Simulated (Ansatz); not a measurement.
Input file for Ansatz (an electronic-structure program): R-PBE0/def2-TZVPPD on CH9GeN (a complex), monomers drawn apart or pushed together. Files ending in .json are basis or fitting sets from the Basis Set Exchange.

Ansatz 0.2 input:
```yaml
crystal:
  periodic: [false, false, false]
  atoms:
    - {symbol: Ge, position_ang: [0.10564829, 0.26755293, 0.49318717]}
    - {symbol: H, position_ang: [0.53967548, 1.70022514, 0.82415899]}
    - {symbol: H, position_ang: [-1.31361809, -0.01192895, 1.00408223]}
    - {symbol: H, position_ang: [1.09898156, -0.75566073, 1.05850432]}
    - {symbol: H, position_ang: [0.09336918, 0.11522221, -1.04620297]}
    - {symbol: C, position_ang: [-0.46973615, -1.29608158, 6.58353005]}
    - {symbol: N, position_ang: [-0.07927291, 0.05338179, 6.17868985]}
    - {symbol: H, position_ang: [0.25401424, -2.01073442, 6.18896409]}
    - {symbol: H, position_ang: [-1.43649684, -1.53661462, 6.13877869]}
    - {symbol: H, position_ang: [-0.54531760, -1.45067451, 7.66743307]}
    - {symbol: H, position_ang: [0.82580742, 0.30032248, 6.56005346]}
    - {symbol: H, position_ang: [-0.74305449, 0.74053973, 6.51457093]}
basis:
  gaussian:
    orbitals: def2-TZVPPD.json
hamiltonian:
  xc: {name: PBE0}
scf: {lower_state_search: off}
```

It printed:

```
WARN ansatz: RAYON_NUM_THREADS=2 ignored (pool sized by the plan → 2); use --threads N
Functional definition: PBE0
these checks for a lower state are left out or cut short: stability, starts, cluster_reference, orbital_swaps, neighbouring_geometries, increment
integrals: 0.18 GiB planned
1310 factors; their error is unknown
mean field: 1.63 GiB planned
mean field evaluation 1: about -59175.2481 eV, gradient 5.8e1 eV
mean field evaluation 2: about -59169.4802 eV, gradient 7.5e1 eV
mean field evaluation 4: about -59181.8158 eV, gradient 3.5e0 eV
mean field evaluation 8: about -59182.0641 eV, gradient 1.5e-1 eV
mean field evaluation 16: about -59182.0641 eV, gradient 8.8e-7 eV
mean field -59182.06411658 eV, -2174.9007412406 hartree, gradient 9.0e-7 eV, S^2 0.000000; 0 other end points of the search recorded, 0 dependent functions left out
reference -59182.06415968 eV, -2174.9007428245 hartree; 27, 27 occupied and 254, 254 virtual orbitals, 1310 factors
Total energy: -59182.06415968 eV, -2174.9007428245 hartree
Checks for a lower state left out: stability, starts, cluster_reference, orbital_swaps, neighbouring_geometries, increment
```

The run converged.

Cost: very roughly 6 core-seconds.
